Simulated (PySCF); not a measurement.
Cl₂Pb, SMILES [Cl][Pb][Cl] (connectivity only; charge and spin as stated), charge +1, multiplicity 2. Atoms are numbered in the order given.

```xyz
3

Pb     0.0000     0.0000     0.6359
Cl     0.0000    -1.3579    -1.5338
Cl     0.0000     1.3579    -1.5338
```
Charge +1, spin multiplicity 2.

Geometry optimised at PBE-D3(BJ)/def2-TZVP. The multiplicity is an assumed one; other spin states were not compared. The isomer is the one that the SMILES or the coordinates give; other isomers of the formula were not compared. The def2 effective core potentials stand for the cores of Pb; spin–orbit coupling is left out.

The numbers are results of PBE-D3(BJ)/def2-TZVP in PySCF 2.14.0, not measurements.

Frequencies are harmonic and unscaled.

Computed vibrational spectrum:
```
mode  ν (cm⁻¹)  IR (km/mol)  moving atoms (share of kinetic energy)
----  --------  -----------  --------------------------------------
1          170          4.9                        Cl 89 %, Pb 11 %
2          223          1.4                         Cl 91 %, Pb 9 %
3          301         21.0                        Cl 86 %, Pb 14 %
```
